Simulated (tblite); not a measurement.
Species: CH₈Cl₂NSi₃ (doublet state).
Geometry (GFN2-xTB, Å), atoms numbered from 1 in this order:
```
atom  x, y, z in Å
Si1   -0.6459    1.3250    1.0917
N2    -0.4735   -0.0606    0.0338
Si3   -1.6311   -1.3648    0.1546
Si4    0.6965   -0.0491   -1.2452
C5     2.3699    0.1858   -0.4340
Cl6    3.7666    0.4193   -1.3761
Cl7    2.6602   -0.1301    1.2102
H8    -0.6010    0.8418    2.4714
H9     0.4544    2.2440    0.8147
H10   -1.9319    1.9708    0.8156
H11   -0.9228   -2.6260   -0.0581
H12   -2.2127   -1.3130    1.4929
H13   -2.6654   -1.1810   -0.8685
H14    0.6235   -1.3269   -1.9556
H15    0.5088    1.0730   -2.1693
```

Structure optimised with GFN2-xTB, isolated species. This method treats the open shell by occupation alone, without spin polarisation.

Take the most abundant isotopes and a rigid rotor. The values belong to one conformer with, in the numbering `[SiH3:1][N:2]([SiH3:3])[SiH2:4][C:5]([Cl:6])[Cl:7]`, Si1–N2–Si4–C5 60°, N2–Si4–C5–Cl6 -173°.

**Question.** What are A, B and C (cm⁻¹)?

**Answer.** Ia = 307.16, Ib = 875.10, Ic = 967.34 u·Å²; 505379 MHz·u·Å²/I gives 1645, 577.5 and 522.4 MHz, that is A = 0.05488, B = 0.01926, C = 0.01743 cm⁻¹.

**Question.** What kind of rotor is it?

**Answer.** A near-prolate asymmetric top: κ = (2 × 577.5 − 1645 − 522.4)/(1645 − 522.4) = -0.90.

**Question.** What does the inertial defect say?

**Answer.** Not planar: Δ = Ic − Ia − Ib = -214.91 u·Å². For a rigid frame Δ = −2 Σ m c², so Σ m c² = 107.46 u·Å² lies off the ab plane: 16.61 from hydrogen and 90.85 from heavier atoms. The atom farthest from that plane is 2.06 Å away.

**Question.** Give the other two planar moments, Paa and Pbb, and the rms extents of the mass along the axes.

**Answer.** Paa = Σ m a² = (Ib + Ic − Ia)/2 = 767.65 and Pbb = Σ m b² = (Ia + Ic − Ib)/2 = 199.70 u·Å². With the mass M = 187.93 u, the rms extents √(P/M) along a, b and c are 2.02, 1.03, 0.76 Å.

**Question.** Estimate the classical rotational partition function at 10 K, 25 K and 500 K.

**Answer.** Point group C1, symmetry number σ = 1; q = (√π/σ)·√((kT/h)³/(ABC)), k/h = 20836.6 MHz/K: 7570 at 10 K, 29900 at 25 K, 2680000 at 500 K.

For this open shell read J as N, the rotation without spin; fine and hyperfine splittings come on top. Its lowest GFN2-xTB frequency is 7 cm⁻¹, too small to tell a flat minimum from a shallow saddle. These are rigid-rotor constants of the computed structure; measured ground-state constants (B0) also hold zero-point vibration.

Hardware: Intel Xeon Platinum 8488C, one thread, on a shared host. Cost: 1.4 s. This is the geometry optimisation.
